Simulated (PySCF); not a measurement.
# Substituent effects on chemical shifts

Parent skeleton `[CH:1]1=[CH:2][SiH2:3][CH:4]=[CH:5]1`; one hydrogen on atom 1 is replaced by X. Hydrogens on one atom are averaged.

- σ from GIAO-PBE0/pcSseg-1
- coordinates at the PBE0-D3(BJ)/def2-SVP level
- code: PySCF
- one conformer, no relativistic terms, fast rotation and ring inversion assumed for equivalent nuclei, in vacuum

δ = σ(ref) − σ, references computed at the same level: TMS for 13C (184.41 ppm) and 29Si (351.99 ppm) and 1H (31.27 ppm).

Parent (X = H): C1 158.3, C2 134.1, Si3 -41.7, C4 134.1, C5 158.3, H(C2) 6.37, H(Si3) 4.63, H(C4) 6.37, H(C5) 7.24 ppm. Effects are Δδ = δ(X) − δ(H), positive for deshielding.

Task: Order these by the shift of H(C5), most shielded first.
A. X = CHCl2
B. X = F
C. X = NMe2

Result: B (-0.30 ppm), C (+0.06 ppm), A (+0.34 ppm).

Task: Order these by the shift of C2, most shielded first.
A. X = NMe2
B. X = F
C. X = CHCl2

Result: A (-52.7 ppm), B (-40.4 ppm), C (-7.2 ppm).
